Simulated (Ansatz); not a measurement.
Geometry optimisation, RKS PBE0-D4/6-31G* in Ansatz.

Input:

```yaml
crystal:
  periodic: [false, false, false]
  atoms:
    - { symbol: Al, position_ang: [0.0, 0.0, 0.0] }
    - { symbol: H, position_ang: [0.0, 0.0, 1.91] }
    - { symbol: F, position_ang: [1.4635, 0.0, -0.845] }
    - { symbol: Cl, position_ang: [-1.9312, 0.0, -1.115] }
    - { symbol: P, position_ang: [-0.3304, -2.426, 0.8135] }
    - { symbol: H, position_ang: [-0.8976, -3.2031, -0.2309] }
    - { symbol: H, position_ang: [0.9248, -2.9767, 1.1843] }
    - { symbol: H, position_ang: [-0.1319, -0.9683, 1.965] }
basis:
  gaussian: { orbitals: "6-31G*" }
hamiltonian:
  xc: pbe0
  dispersion: d4
relax:
  f_tol: 0.15
  max_steps: 25
  restrain:
    - { distance: [0, 4], at: 3.48, k: 30.0 }
    - { distance: [7, 1], at: 1.86, k: 30.0 }
    - { distance: [0, 1], at: 1.56, k: 30.0 }
    - { distance: [7, 4], at: 1.42, k: 30.0 }
```

Launched with:

```bash
$ ansatz run input.yaml --threads 1 --pin off --max-ram 2048MiB --backend cpu --events-out ev --progress --plain --runs-dir out
```

**Question.** Where does it end, and by what steps?

**Answer.** It converged. The restraints hold the end off the free minimum. After 9 steps the energy has fallen by 2.183 eV (the restraints' own energy left out); P5 moved furthest, 0.81 Å. Parted: Al1–P5 (2.58 → 3.48 Å). Joined: P5–H8 (1.87 → 1.43 Å).

```
step  energy less start (eV)  largest force component (eV/Å)  accepted
   0                  0.0000                           3.414       yes
   1                  0.5541                           2.748       yes
   2                  0.0248                           2.176       yes
   3                 -0.8882                           1.678       yes
   4                 -1.8085                           1.294       yes
   5                 -2.1652                           0.518       yes
   6                 -2.1761                           0.526       yes
   7                 -2.1799                           0.522       yes
   8                 -2.1761                           0.623        no
   9                 -2.1826                           0.502       yes
```

```xyz
8
Properties=species:S:1:pos:R:3
Al -0.002 0.198 0.004
H -0.095 0.323 1.558
F 1.469 0.156 -0.747
Cl -1.724 0.129 -1.182
P -0.311 -2.960 1.424
H -0.957 -2.874 0.155
H 0.997 -3.003 0.858
H -0.281 -1.544 1.612
```

Run time: 36 s on 1 thread of Arm Neoverse V2, with other jobs on the host, peak memory 0.16 GiB.
